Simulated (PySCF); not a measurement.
# One molecule, several mistakes: BGeH5N2

All numbers below are calculated, not measured. They come from PySCF 2.14.0, an open-source quantum chemistry program, on an isolated molecule that a program drew, which may never have been made. The molecule is BGeH5N2 (charge 0, singlet), drawn as the SMILES string `N=[B][GeH2][NH2]`.

Each row is a Hartree-Fock (HF) and frozen-core CCSD(T) single point in the cc-pVDZ basis, meant for a local HF minimum. Run 1 is clean. Each other run has one planted mistake out of seven kinds, and not every kind appears here: one electron removed, one electron added, multiplicity raised by two, geometry at a saddle point, minimal basis STO-3G, one bond length entered in bohr, all coordinates scaled. The reference is restricted for singlets and unrestricted otherwise, and also for a bond in bohr. Adding or removing an electron swaps singlet and doublet. Electrons count all cores. HOMO and LUMO are orbital energies over both spins, the gradient is its largest component, and the lowest frequency (negative if imaginary) is given only where the gradient is small. Bond lengths are over the 8 bonds as drawn. T1 is the CCSD diagnostic: over 0.02 (restricted) or 0.045 (unrestricted) a single reference is doubtful. Germanium has the cc-pVDZ-PP basis, with a core potential (ECP10MDF) in place of its 10 inner electrons, and its 3s, 3p and 3d shells are frozen in CCSD(T).

Geometry of the clean run:
```xyz
9
BGeH5N2, angstrom
N    -0.7162   -0.4051    2.0460
B    -1.1220   -0.9501    1.0228
Ge   -1.7817   -1.8861   -0.6822
N    -1.6001   -0.6999   -2.0819
H    -0.3997    0.0396    2.8666
H    -0.9927   -3.1922   -0.8686
H    -3.2675   -2.2244   -0.5645
H    -1.8853   -1.0776   -2.9699
H    -0.6682   -0.3369   -2.1902
```

```
run  electrons  basis functions  <S^2>  HOMO (eV)  LUMO (eV)  gradient (hartree/bohr)  lowest frequency (cm^-1)  mean bond (Å)  longest bond (Å)      T1  HF (hartree)  CCSD(T) (hartree)                          mistake
  1         56               90  0.000     -10.82       3.16                  1.2e-05                       126         1.3986             2.054  0.0149    -429.89230         -430.46099                         no fault
  2         55               90  0.763     -15.52      -6.37                  8.6e-02                         -         1.3986             2.054  0.0268    -429.58235         -430.11637             one electron removed
  3         56               90  2.017      -3.45      -0.27                  1.1e-01                         -         1.3986             2.054  0.0238    -429.69392         -430.24684       multiplicity raised by two
  4         56               90  0.995      -8.65       1.11                  1.7e-02                         -         1.6037             3.484  0.0164    -429.80567         -430.33789  one bond length entered in bohr
  5         57               90  0.761       2.22       8.85                  6.7e-02                         -         1.3986             2.054  0.0202    -429.79229         -430.37766                                ?
```

**Which mistake was planted in run 5, and what did it cost?**

It counts 57 electrons, one more than the clean run, at the same geometry and basis. So the mistake is: one electron added. Subtracting run 1 and multiplying by 627.51 kcal/mol a hartree, the energy moved by 62.8 kcal/mol in HF and 52.3 kcal/mol in CCSD(T).

Cautions from the logs. Run 5: the HOMO is above zero, so the electron isn't bound and the energy depends on the basis.
